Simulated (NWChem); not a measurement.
Molecule: CF3, doublet; SMILES F[C](F)F

All runs: NWChem. Spin-unrestricted. In the optimisation the excess spin sits in a (C3, its own frame). No stability test was run on the SCF state. The level has its own optimisation; frequencies are unscaled.

Problem. What does the run give for PBE0/def2-SVP? Quantities: r C–F (Å); highest harmonic frequency (cm⁻¹); lowest (cm⁻¹); zero-point energy (kcal/mol); dipole (D).

Solution. 
```
Item                               Value
---------------------------------  -----
r C–F (Å)                          1.310
highest harmonic frequency (cm⁻¹)   1336
lowest (cm⁻¹)                        522
zero-point energy (kcal/mol)         7.9
dipole (D)                          0.23
```
